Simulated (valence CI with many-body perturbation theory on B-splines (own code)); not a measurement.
Forbidden lines of Cs⁵⁰⁺

Level of theory: configuration interaction combined with many-body perturbation theory (CI+MBPT): three valence electrons over a frozen Dirac-Fock core [He], radial functions for each j: 11 s, 11 p, 9 d, 7 f, 5 g, 2 h, 1 i, with the one-electron correlation potential Σ1 (screened to all orders), the two-electron term Σ2, the three-electron term Σ3, Breit, model QED; selected single and double excitations, second order for the rest (own B-spline code, finite nucleus).

The last digits are not significant, and no measured levels were compared; by estimate large intervals hold to a few tenths of a per cent, small ones and those within an open d or f shell to about a per cent.

Lines 1 to 29 of 29 in falling wavelength, among levels below 51316 × 10³ cm⁻¹, chosen from the decays that carry over 1 % of a level's rate. Wavelengths and rates use the calculated energies. Electric multipoles are in the length gauge, E1 and E2 with the static RPA response of the core. S is in atomic units (e²a₀⁴ for E2 and M2, e²a₀⁶ for E3), for M1 in squared Bohr magnetons. Weak lines are less certain than strong ones. Lines between different terms over intervals too small for the method are left out, as are lines whose strength nearly cancels. The highest levels of a list are the least certain.

Levels are named by their leading jj configuration (3d3/2^4 stands for four electrons in 3d with j = 3/2), which in mixed levels can hold well under half, so a name can repeat and another be missing. Letters in brackets count levels of one name in rising energy.

| λ vac (Å) | Upper | Lower | Type | A (s⁻¹) | S (a.u.) |
| --- | --- | --- | --- | --- | --- |
| 36.73 | (2s 2p1/2 2p3/2) J=3/2 [a] | (2s 2p1/2^2) J=1/2 | M1 | 2.60e+08 | 1.91e+00 |
| 34.81 | (2s 2p3/2 3d5/2) J=9/2 | (2s 2p1/2 3d5/2) J=7/2 | M1 | 2.57e+08 | 4.01e+00 |
| 31.92 | (2s^2 2p3/2) J=3/2 | (2s^2 2p1/2) J=1/2 | M1 | 2.70e+08 | 1.30e+00 |
| 2.474 | (2p1/2^2 3p1/2) J=1/2 | (2p1/2^2 2p3/2) J=3/2 | E2 | 3.43e+11 | 5.68e-05 |
| 2.446 | (2s^2 3p1/2) J=1/2 | (2s^2 2p3/2) J=3/2 | E2 | 4.93e+11 | 7.71e-05 |
| 2.442 | (2s 2p3/2 3p3/2) J=7/2 | (2s 2p3/2^2) J=3/2 | E2 | 1.18e+10 | 7.33e-06 |
| 2.406 | (2s 2p3/2 3p3/2) J=7/2 | (2s 2p3/2^2) J=5/2 | E2 | 1.56e+11 | 8.96e-05 |
| 2.401 | (2s 2p3/2 3p3/2) J=1/2 [b] | (2s 2p3/2^2) J=3/2 | E2 | 2.71e+11 | 3.86e-05 |
| 2.398 | (2s 2p1/2 3p3/2) J=5/2 | (2s 2p1/2 2p3/2) J=5/2 | E2 | 1.36e+11 | 5.78e-05 |
| 2.390 | (2s^2 3p3/2) J=3/2 | (2s^2 2p3/2) J=3/2 | E2 | 2.31e+11 | 6.45e-05 |
| 2.373 | (2s 2p3/2 3d5/2) J=9/2 | (2s 2p3/2^2) J=5/2 | M2 | 7.45e+09 | 5.00e-06 |
| 2.373 | (2s 2p3/2 3d5/2) J=9/2 | (2s 2p3/2^2) J=5/2 | E3 | 3.94e+08 | 5.31e-06 |
| 2.366 | (2s 2p3/2 3p3/2) J=1/2 [b] | (2s 2p3/2^2) J=5/2 | E2 | 1.03e+11 | 1.36e-05 |
| 2.243 | (2s 2p3/2 3p3/2) J=7/2 | (2s 2p1/2 2p3/2) J=5/2 | E2 | 1.36e+11 | 5.53e-05 |
| 2.238 | (2s 2p1/2 3p3/2) J=5/2 | (2s 2p1/2^2) J=1/2 | E2 | 2.68e+11 | 8.05e-05 |
| 2.230 | (2s 2p3/2 3p3/2) J=7/2 | (2s 2p1/2 2p3/2) J=3/2 [a] | E2 | 1.99e+11 | 7.85e-05 |
| 2.228 | (2s 2p3/2 3p3/2) J=1/2 [b] | (2s 2p1/2 2p3/2) J=3/2 [b] | E2 | 2.84e+11 | 2.78e-05 |
| 2.224 | (2s^2 3p3/2) J=3/2 | (2s^2 2p1/2) J=1/2 | E2 | 2.73e+11 | 5.30e-05 |
| 2.214 | (2s 2p3/2 3d5/2) J=9/2 | (2s 2p1/2 2p3/2) J=5/2 | M2 | 1.80e+09 | 8.57e-07 |
| 2.214 | (2s 2p3/2 3d5/2) J=9/2 | (2s 2p1/2 2p3/2) J=5/2 | E3 | 3.76e+08 | 3.12e-06 |
| 2.202 | (2s 2p3/2 3d5/2) J=9/2 | (2s 2p1/2 2p3/2) J=3/2 [a] | E3 | 6.80e+08 | 5.42e-06 |
| 2.169 | (2p1/2 2p3/2 3d3/2) J=7/2 | (2s 2p1/2 2p3/2) J=3/2 [b] | E2 | 4.57e+11 | 1.57e-04 |
| 2.153 | (2p1/2^2 3d3/2) J=3/2 | (2s 2p1/2^2) J=1/2 | E2 | 1.33e+12 | 2.20e-04 |
| 2.150 | (2p1/2 2p3/2 3d3/2) J=7/2 | (2s 2p1/2 2p3/2) J=5/2 | E2 | 6.88e+11 | 2.26e-04 |
| 2.143 | (2p1/2 2p3/2 3d3/2) J=5/2 [a] | (2s 2p1/2 2p3/2) J=3/2 [a] | E2 | 6.53e+11 | 1.58e-04 |
| 2.142 | (2p1/2 2p3/2 3d3/2) J=1/2 [a] | (2s 2p1/2 2p3/2) J=3/2 [a] | E2 | 1.22e+12 | 9.85e-05 |
| 2.138 | (2p1/2 2p3/2 3d5/2) J=9/2 | (2s 2p1/2 2p3/2) J=5/2 | E2 | 1.39e+12 | 5.56e-04 |
| 2.138 | (2p1/2 2p3/2 3d3/2) J=7/2 | (2s 2p1/2 2p3/2) J=3/2 [a] | E2 | 2.04e+11 | 6.49e-05 |
| 2.132 | (2p1/2 2p3/2 3d5/2) J=7/2 [a] | (2s 2p1/2 2p3/2) J=3/2 [a] | E2 | 1.17e+12 | 3.69e-04 |
